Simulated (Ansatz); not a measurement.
`C[Se][AlH][BH]S` + `NO` → `C[Se][AlH][OH]` + `NBS`  (formal exchange of groups at the Al–B bond)

Calculated with Ansatz (gas phase, PBE0-D4/def2-TZVP geometries, no zero-point term in ΔE). CBS: MP2 limit from def2 TZ/QZ plus the TZ coupled-cluster correction, frozen cores. This one scheme is used for every species. DFT in def2-TZVPP. B3LYP here is the variant with VWN-RPA as its local correlation; programs differ in this. For Se outer-core shells are correlated without core-valence functions, which leaves a few kJ/mol of doubt a bond. Scalar relativity is left out up to krypton. One conformer a species, not always the lowest.

```
             level  ΔE (kJ/mol)
            PBE-D4       -468.1
           PBE0-D4       -481.6
          B3LYP-D4       -493.0
            r2SCAN       -499.2
    MP2/def2-TZVPP       -520.7
SCS-MP2/def2-TZVPP       -511.4
CCSD(T)/def2-TZVPP       -495.5
    CCSD/CBS(def2)       -505.6
```

Task: What does CCSD(T)/CBS give? (Best estimate.)

Result: Ansatz gave: -500.6 kJ/mol. The listed levels differ from it by 32.5, 19.0, 7.6, 1.4, -20.1, -10.8, 5.1, -5.0 kJ/mol.

Largest T1 diagnostic among the species: 0.013.

The D4 term adds +5.2 kJ/mol with B3LYP and +3.4 kJ/mol with PBE0; it sums over pairs of atoms, weighted by their polarisabilities, and B3LYP, whose exchange is more repulsive, gets the larger term. From PBE to PBE0 (25 % exact exchange), in def2-TZVPP and without D4, ΔE moves by −13.6 kJ/mol.
